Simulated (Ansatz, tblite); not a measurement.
Removing and adding an electron: the cluster LaCu4. Total charge 0; doublet. Geometry: r2SCAN-D4/def2-SVP. Ansatz, gas phase; energy differences of separate SCF runs; the oxidised species is a singlet (the triplet lies 0.09 eV higher at PBE0-D4/def2-TZVP); the reduced species is a singlet (the triplet lies 0.16 eV higher at PBE0-D4/def2-TZVPD).

Cartesian coordinates in Å:
```
La -0.142 0.990 -1.486
Cu 0.062 -1.424 -0.114
Cu -1.909 -0.203 0.286
Cu 1.941 -0.016 0.042
Cu 0.049 0.653 1.272
```

In the def2 sets La takes a core potential; there is no spin–orbit coupling. The xTB rows come from tblite. The structure comes from a short search, and lower isomers may exist.

(1) Estimate orbital energies and vertical ionisation energies and electron affinities at: GFN1-xTB; GFN2-xTB; PBE-D4/def2-TZVP; PBE-D4/def2-TZVPD; r2SCAN-D4/def2-TZVP; r2SCAN-D4/def2-TZVPD; PBE0-D4/def2-TZVP; PBE0-D4/def2-TZVPD.

## Answers

(1) 
| level | −HOMO (eV) | vertical IE (eV) | −LUMO (eV) | vertical EA (eV) | HOMO–LUMO gap (eV) | IE − EA (eV) | remarks |
| --- | --- | --- | --- | --- | --- | --- | --- |
| GFN1-xTB | – | 12.40 | – | 7.44 | – | 4.95 | – |
| GFN2-xTB | – | 10.36 | – | 5.61 | – | 4.74 | – |
| PBE-D4/def2-TZVP | 3.58 | 5.63 | 3.05 | – | 0.54 | – | restricted singlet, untested (+1 singlet) |
| PBE-D4/def2-TZVPD | 3.60 | – | 3.07 | 1.42 | 0.54 | – | HOMO above zero (-1 singlet), restricted singlet, untested (-1 singlet) |
| r2SCAN-D4/def2-TZVP | 3.64 | 5.59 | 2.66 | – | 0.99 | – | restricted singlet, untested (+1 singlet) |
| r2SCAN-D4/def2-TZVPD | 3.66 | – | 2.68 | 1.24 | 0.98 | – | HOMO above zero (-1 singlet), restricted singlet, untested (-1 singlet) |
| PBE0-D4/def2-TZVP | 4.10 | 5.48 | 2.26 | – | 1.84 | – | restricted singlet, untested (+1 singlet) |
| PBE0-D4/def2-TZVPD | 4.12 | – | 2.28 | 1.24 | 1.84 | – | restricted singlet, untested (-1 singlet) |

   A HOMO above zero means that the electron is unbound at that level or that self-interaction error raises the level; the energy of removing that electron tells which. HOMO and LUMO are the levels of the spin that leaves or enters (xTB has no such levels and no spin-polarisation term). Other spin states of the ions may lie lower, which would lower the ionisation energy or raise the affinity. Raw xTB energy differences between charge states are shifted by several eV; the methods need an empirical correction for them.
